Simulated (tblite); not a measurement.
Compound: C₆H₈BFGe.
Bonds: F1–B2, B2–Ge3, B2–C4, C4–C5 (aromatic), C5–C6 (aromatic), C6–C7 (aromatic), C7–C8 (aromatic), C8–C9 (aromatic), C4–C9 (aromatic). Hydrogens: H10, H11, H12 on Ge3; H13 on C5; H14 on C6; H15 on C7; H16 on C8; H17 on C9.

Computed with GFN2-xTB (tblite), gas phase: L-BFGS steps from a force-field or distance-geometry start until the largest atomic force falls under 0.01 eV/Å.

Step 4: E = -675.5963 eV
```
atom  x, y, z in Å  |  force x, y, z in eV/Å
F1      1.7268   -1.8795   -1.3012   -0.225   0.215   0.135
B2      1.4937   -0.8012   -0.5550   -0.098   0.053   0.076
Ge3     3.0838    0.2042    0.1739   -0.117  -0.088  -0.062
C4      0.0302   -0.3587   -0.2581   -0.166   0.055   0.052
C5     -0.2733    0.7662    0.5325    0.056  -0.026  -0.023
C6     -1.5798    1.1457    0.7839   -0.041  -0.004  -0.016
C7     -2.6320    0.4102    0.2565    0.127  -0.048  -0.014
C8     -2.3630   -0.7078   -0.5169   -0.086   0.011  -0.001
C9     -1.0574   -1.0796   -0.7689    0.054  -0.066  -0.040
H10     3.0579    0.2486    1.6906    0.208   0.133  -0.330
H11     3.0792    1.6424   -0.3065    0.209  -0.241   0.240
H12     4.3862   -0.4240   -0.2514   -0.055   0.278   0.195
H13     0.5220    1.3662    0.9682    0.053  -0.171  -0.134
H14    -1.7947    2.0184    1.3917    0.103  -0.121  -0.078
H15    -3.6529    0.7023    0.4492   -0.020   0.019   0.014
H16    -3.1781   -1.2895   -0.9239    0.016   0.008  -0.004
H17    -0.8556   -1.9519   -1.3744   -0.018  -0.007  -0.011
```

Step 5: E = -675.6304 eV
```
atom  x, y, z in Å  |  force x, y, z in eV/Å
F1      1.7092   -1.8635   -1.2915   -0.156   0.178   0.117
B2      1.4842   -0.7844   -0.5399   -0.078  -0.330  -0.214
Ge3     3.0696    0.1935    0.1654    0.073   0.010   0.020
C4      0.0252   -0.3628   -0.2578   -0.137   0.118   0.058
C5     -0.2717    0.7593    0.5249   -0.088   0.129   0.129
C6     -1.5744    1.1410    0.7805   -0.079   0.047   0.013
C7     -2.6269    0.4092    0.2575   -0.041  -0.051  -0.034
C8     -2.3635   -0.7070   -0.5162   -0.042  -0.056  -0.056
C9     -1.0596   -1.0789   -0.7698   -0.030  -0.092  -0.028
H10     3.0743    0.2589    1.6601    0.142   0.099  -0.020
H11     3.0956    1.6185   -0.2858    0.146   0.035   0.098
H12     4.3790   -0.3998   -0.2344    0.065   0.114   0.080
H13     0.5223    1.3523    0.9577    0.189  -0.047  -0.051
H14    -1.7898    2.0103    1.3865    0.102  -0.014  -0.008
H15    -3.6483    0.7010    0.4480   -0.021   0.037   0.037
H16    -3.1759   -1.2887   -0.9239   -0.042  -0.012  -0.019
H17    -0.8563   -1.9469   -1.3712   -0.001  -0.163  -0.123
```

Step 6: E = -675.6366 eV
```
atom  x, y, z in Å  |  force x, y, z in eV/Å
F1      1.7041   -1.8595   -1.2890   -0.125   0.034   0.019
B2      1.4811   -0.7848   -0.5394   -0.092  -0.205  -0.133
Ge3     3.0681    0.1917    0.1641    0.060   0.012   0.016
C4      0.0224   -0.3619   -0.2570   -0.105   0.072   0.030
C5     -0.2727    0.7599    0.5255   -0.060   0.092   0.101
C6     -1.5744    1.1408    0.7801   -0.114   0.031   0.007
C7     -2.6272    0.4085    0.2573   -0.004  -0.050  -0.038
C8     -2.3639   -0.7078   -0.5169   -0.059  -0.039  -0.041
C9     -1.0605   -1.0802   -0.7704   -0.018  -0.078  -0.021
H10     3.0792    0.2622    1.6546    0.129   0.090   0.045
H11     3.1006    1.6149   -0.2808    0.132   0.084   0.069
H12     4.3788   -0.3940   -0.2303    0.100   0.077   0.055
H13     0.5251    1.3492    0.9552    0.182  -0.023  -0.034
H14    -1.7875    2.0089    1.3856    0.074   0.032   0.022
H15    -3.6475    0.7012    0.4483   -0.042   0.037   0.038
H16    -3.1763   -1.2888   -0.9243   -0.057  -0.021  -0.025
H17    -0.8565   -1.9483   -1.3723   -0.002  -0.147  -0.110
```

Step 7: E = -675.6467 eV
```
atom  x, y, z in Å  |  force x, y, z in eV/Å
F1      1.6926   -1.8547   -1.2863   -0.073  -0.226  -0.159
B2      1.4729   -0.7884   -0.5404   -0.083   0.100   0.067
Ge3     3.0670    0.1890    0.1624    0.002   0.006  -0.005
C4      0.0148   -0.3588   -0.2550   -0.011  -0.045  -0.029
C5     -0.2754    0.7631    0.5288    0.001  -0.018   0.002
C6     -1.5777    1.1410    0.7794   -0.019   0.030   0.025
C7     -2.6275    0.4060    0.2559   -0.079  -0.005  -0.016
C8     -2.3661   -0.7099   -0.5192   -0.025  -0.051  -0.036
C9     -1.0623   -1.0845   -0.7721   -0.049  -0.043  -0.019
H10     3.0911    0.2701    1.6473    0.101   0.069   0.133
H11     3.1126    1.6117   -0.2707    0.103   0.138   0.024
H12     4.3817   -0.3824   -0.2221    0.151   0.017   0.013
H13     0.5346    1.3435    0.9500    0.091  -0.004  -0.015
H14    -1.7820    2.0078    1.3850   -0.010   0.098   0.065
H15    -3.6477    0.7026    0.4499   -0.008   0.005   0.014
H16    -3.1788   -1.2897   -0.9256   -0.080  -0.031  -0.033
H17    -0.8569   -1.9544   -1.3770   -0.012  -0.042  -0.032
```

Question: Estimate the geometry and energy of step 8. (The exact step hangs on the optimiser's Hessian estimate; all steps are aligned on step 7, rigid shifts and turns removed.)

Answer: E = -675.6512 eV, largest force 0.278 eV/Å
```
atom  x, y, z in Å  |  force x, y, z in eV/Å
F1      1.6861   -1.8558   -1.2874   -0.067  -0.221  -0.154
B2      1.4681   -0.7901   -0.5409   -0.041   0.140   0.089
Ge3     3.0670    0.1883    0.1619   -0.007   0.010  -0.005
C4      0.0107   -0.3575   -0.2543    0.016  -0.100  -0.053
C5     -0.2768    0.7648    0.5309    0.027  -0.065  -0.047
C6     -1.5797    1.1420    0.7797   -0.006  -0.009   0.007
C7     -2.6293    0.4047    0.2549    0.000   0.016  -0.001
C8     -2.3676   -0.7120   -0.5210   -0.040  -0.013  -0.002
C9     -1.0639   -1.0877   -0.7734   -0.042  -0.009  -0.010
H10     3.0981    0.2748    1.6468    0.085   0.056   0.133
H11     3.1198    1.6133   -0.2660    0.085   0.126   0.012
H12     4.3859   -0.3771   -0.2184    0.142   0.002   0.002
H13     0.5409    1.3409    0.9475    0.017  -0.013  -0.018
H14    -1.7795    2.0090    1.3858   -0.048   0.104   0.068
H15    -3.6481    0.7035    0.4509   -0.023  -0.007   0.003
H16    -3.1815   -1.2907   -0.9269   -0.079  -0.032  -0.033
H17    -0.8573   -1.9583   -1.3801   -0.017   0.014   0.010
```

The energy changes by -0.0045 eV. The first-order estimate −F·Δx gives -0.0059 eV and the mean of the old and new forces, exact on a quadratic surface, -0.0045 eV. The step makes an angle of 55° with the force vector and moves no atom by more than 0.009 Å.

The cost below is that of the whole relaxation. Hardware: an Arm Neoverse N1 with one thread, shared host with 64 logical CPUs at a one-minute load of 63. Cost: 0.39 s wall.
